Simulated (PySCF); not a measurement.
Al(Me)2(OH) anion (C₂H₇AlO), SMILES [CH3][Al]([CH3])[OH] (connectivity only; charge and spin as stated), charge -1, multiplicity 2.

Geometry optimised at r2SCAN-D4/def2-SVPD. The multiplicity is an assumed one; no other spin state was optimised. The isomer is the one that the SMILES or the coordinates give; other isomers of the formula were not compared. The values are those of a single conformer.

These are r2SCAN-D4/def2-SVPD in PySCF values and carry that method's errors.

Frequencies are harmonic and unscaled.

```csv
mode,ν (cm⁻¹),IR (km/mol),moving atoms (share of kinetic energy)
1,107,1.6,H 97 %
2,123,2.4,"H 86 %, C 9 %"
3,131,9.0,"H 60 %, C 26 %"
4,175,3.2,"H 36 %, O 29 %, C 21 %, Al 13 %"
5,188,17.1,"H 55 %, Al 21 %, C 14 %, O 10 %"
6,212,36.4,"H 46 %, O 27 %, Al 20 %"
7,501,34.4,"C 55 %, H 20 %, Al 17 %, O 8 %"
8,517,17.0,"H 77 %, C 20 %"
9,563,10.6,"H 72 %, C 24 %"
10,590,79.1,"H 45 %, C 25 %, Al 25 %"
11,613,59.0,"H 56 %, C 20 %, O 14 %, Al 10 %"
12,649,58.7,"H 51 %, C 18 %, O 17 %, Al 14 %"
13,682,203.2,"H 62 %, O 15 %, Al 15 %, C 8 %"
14,707,20.5,"H 46 %, Al 30 %, O 16 %, C 9 %"
15,1134,30.5,"H 79 %, C 21 %"
16,1137,24.2,"H 78 %, C 21 %"
17,1400,4.6,H 95 %
18,1405,7.7,H 95 %
19,1407,0.6,H 95 %
20,1417,3.2,H 95 %
21,2942,121.1,H 97 %
22,2951,130.5,H 97 %
23,3037,33.7,"H 92 %, C 8 %"
24,3044,70.6,"H 92 %, C 8 %"
25,3066,28.8,"H 91 %, C 9 %"
26,3075,35.5,"H 91 %, C 9 %"
27,3899,6.2,H 94 %
```
